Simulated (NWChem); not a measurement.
Molecule: SiNH5O3; SMILES N[Si](O)(O)O

```xyz
10

N     -0.7453     1.3727     0.6916
Si     0.0078     0.0040     0.0042
O      0.6157    -1.1600     1.0183
O      1.2804     0.6385    -0.8385
O     -1.1033    -0.8372    -0.8980
H     -0.1742     2.1664     0.9559
H     -1.5624     1.2838     1.2824
H      0.1358    -1.9929     0.9889
H      2.0257     0.0368    -0.9225
H     -1.6596    -0.2884    -1.4584
```
Atoms are numbered in this order, from 1.

Computed with NWChem. Pople sets run with spherical d functions. Structure relaxed at the PBE0/def2-SVP level. B3LYP is NWChem's, with the RPA form of VWN correlation. Vertical excitations in the gas phase; the lowest state need not have the same character in each row.

For level PBE/6-31+G*, full TDDFT:

```
Quantity                                  Result
----------------------------------------  ------
lowest excitation, singlet (eV)             5.24
oscillator strength of that lowest state   0.024
orbital gap (eV)                            5.17
```

How do the values read with level B3LYP/6-31+G*, full TDDFT instead?


- lowest excitation, singlet (eV): 5.89
- oscillator strength of that lowest state: 0.034
- orbital gap (eV): 6.82
